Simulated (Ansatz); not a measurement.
Input file for Ansatz (a quantum-chemistry and plane-wave program): U-wB97X-V/cc-pVTZ on CH6Ge (SMILES [CH3][GeH3]), a point of a bond scan (R = 1.307 Å).

Ansatz 0.2 input:
```yaml
crystal:
  periodic: [false, false, false]
  atoms:
    - {symbol: Ge, position_ang: [-0.38835125, 0.04640901, -0.00852656]}
    - {symbol: C, position_ang: [1.56306430, -0.18679033, 0.03431833]}
    - {symbol: H, position_ang: [-1.01360672, -0.86595548, -1.08094616]}
    - {symbol: H, position_ang: [-0.74620326, 1.50809990, -0.33843382]}
    - {symbol: H, position_ang: [-1.00099970, -0.31222034, 1.35876419]}
    - {symbol: H, position_ang: [1.86338261, -1.42806157, 0.31449477]}
    - {symbol: H, position_ang: [2.00262959, 0.45945623, 0.79343740]}
    - {symbol: H, position_ang: [1.99370484, 0.06745653, -0.93368027]}
basis:
  gaussian:
    orbitals: cc-pVTZ
hamiltonian:
  xc: {name: wB97X-V}
magnetization: {spin_polarized: true, initial_magnetization: 0}
```

Output:

```
WARN ansatz: RAYON_NUM_THREADS=1 ignored (pool sized by the plan → 1); use --threads N
Functional definition: wB97X-V
integrals: 0.09 GiB planned
931 factors; their error is unknown
integrals: 0.12 GiB planned
236 factors; integrals over basis functions are off by at most 1.1e-5 eV
mean field: 1.12 GiB planned
mean field evaluation 1: about -57646.2750 eV, gradient 2.2e1 eV
mean field evaluation 2: about -57647.0384 eV, gradient 1.8e1 eV
mean field evaluation 4: about -57648.3249 eV, gradient 3.3e-1 eV
mean field evaluation 8: about -57648.4607 eV, gradient 7.4e-3 eV
mean field -57648.46067763 eV, -2118.5418543730 hartree, gradient 5.2e-5 eV, S^2 0.000000; 0 other end points of the search recorded, 0 dependent functions left out
reference -57648.46067567 eV, -2118.5418543009 hartree; 22, 22 occupied and 135, 135 virtual orbitals, 931 factors
Total energy: -57648.46067567 eV, -2118.5418543009 hartree
```

Self-consistency was reached.

Cost: very roughly 20 core-seconds.
